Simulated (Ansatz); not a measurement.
Input for Ansatz (an electronic-structure program): R-PBE/def2-TZVPP on H5NOSn (SMILES [NH2][SnH2][OH]), a point of a torsion scan. Elements past Kr take the def2 small-core potentials; no spin–orbit coupling.

Ansatz 0.2 input:
```yaml
crystal:
  periodic: [false, false, false]
  atoms:
    - {symbol: N, position_ang: [1.41128402, -0.49942852, 0.10833032]}
    - {symbol: Sn, position_ang: [-0.30452432, 0.54619475, 0.01853324]}
    - {symbol: O, position_ang: [-1.58332453, -0.78002003, -0.56578551]}
    - {symbol: H, position_ang: [1.70636579, -0.91284225, -0.76760299]}
    - {symbol: H, position_ang: [2.20527248, 0.00972765, 0.47027126]}
    - {symbol: H, position_ang: [-0.46118156, 1.82241219, -1.06350297]}
    - {symbol: H, position_ang: [-0.68647714, 0.99318056, 1.57173289]}
    - {symbol: H, position_ang: [-1.22183922, -1.65299836, -0.70537911]}
basis:
  gaussian:
    orbitals: def2-TZVPP
hamiltonian:
  xc: {name: PBE}
scf: {lower_state_search: off}
```

The head of its log:

```
WARN ansatz: RAYON_NUM_THREADS=1 ignored (pool sized by the plan → 1); use --threads N
Functional definition: PBE
these checks for a lower state are left out or cut short: stability, starts, cluster_reference, orbital_swaps, neighbouring_geometries, increment
integrals: 0.08 GiB planned
989 factors; their error is unknown
mean field: 0.63 GiB planned
mean field evaluation 1: about -9430.7235 eV, gradient 9.8e1 eV
mean field evaluation 2: about -9311.3545 eV, gradient 2.2e2 eV
```

Predict the final total energy.

-347.1900 hartree.
